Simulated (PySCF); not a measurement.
Level of theory: B3LYP-D3(BJ)/def2-TZVP // TPSS-D3(BJ)/def2-SVP (PySCF 2.14.0). Gas-phase values, no solvent. One relaxed conformer stands for a flexible species; it need not be the lowest. B3LYP has the VWN-RPA correlation part, as in Gaussian. 

Reference species: [Y(F)2(OH)] (neutral, multiplicity 1).

coordination number: 3
LUMO: -2.41 eV
mean distance from the central atom to its bonded neighbours: 2.015 Å

Changed species: [Y(F)3] (0 of 3 F replaced by OH; the reference has 1 of 3 F replaced by OH).

Task: Give the shifts of the coordination number, LUMO and mean distance from the central atom to its bonded neighbours.

Result: the coordination number stays essentially unchanged; the LUMO falls by 0.40 eV, to -2.81 eV; the mean distance from the central atom to its bonded neighbours falls by 0.011 Å, to 2.004 Å.
